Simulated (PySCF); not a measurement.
C₂H₁₁NO₃Si₂, SMILES N[SiH2]CC[Si](O)(O)O, GFN2-xTB optimised geometry.

```
19

Si     1.53    -1.56     0.00
O      1.04    -2.39    -1.31
O      3.16    -1.56     0.00
O      1.03    -2.38     1.31
C      0.84     0.21     0.00
C     -0.69     0.26     0.00
Si    -1.37     2.03     0.08
N     -3.08     1.89     0.22
H      0.17    -2.78    -1.29
H      3.62    -1.46    -0.83
H      1.46    -2.22     2.15
H      1.20     0.77    -0.87
H      1.20     0.76     0.87
H     -1.06    -0.25    -0.90
H     -1.07    -0.33     0.84
H     -0.88     2.78    -1.09
H     -0.95     2.72     1.30
H     -3.57     1.26    -0.39
H     -3.62     2.74     0.32
```

Density from PBE0/def2-SVP (PySCF 2.14.0) at that geometry.

Minimum of the electron density along straight lines between bonded atoms, close to the bond critical point (lines longer than 1.1 times the sum of covalent radii, or with two minima, are not listed):

```csv
bond,length / Å,ρ at the minimum / e bohr⁻³,∇²ρ there / e bohr⁻⁵,position (fraction from the first atom)
Si1–O2,1.629,0.130,1.08,0.41
Si1–O3,1.630,0.130,1.07,0.41
Si1–O4,1.629,0.130,1.08,0.41
Si1–C5,1.903,0.115,0.31,0.38
C5–C6,1.531,___,-0.50,0.50
C6–Si7,1.896,0.114,0.33,0.62
Si7–N8,1.726,0.122,___,0.40
O2–H9,0.952,0.357,-2.48,0.82
O3–H10,0.952,0.357,-2.49,0.82
O4–H11,0.952,0.357,-2.49,0.82
C5–H12,1.091,0.271,-0.95,0.62
C5–H13,1.091,0.271,-0.95,0.62
C6–H14,1.092,0.270,-0.94,0.62
Si7–H16,1.476,0.115,0.31,0.49
Si7–H17,1.466,0.117,0.33,0.49
N8–H18,1.007,0.332,-1.52,0.76
N8–H19,1.007,0.332,-1.53,0.76
```

Some entries are withheld; supply them.


- C5–C6, ρ at the minimum / e bohr⁻³: 0.233
- Si7–N8, ∇²ρ there / e bohr⁻⁵: 0.74
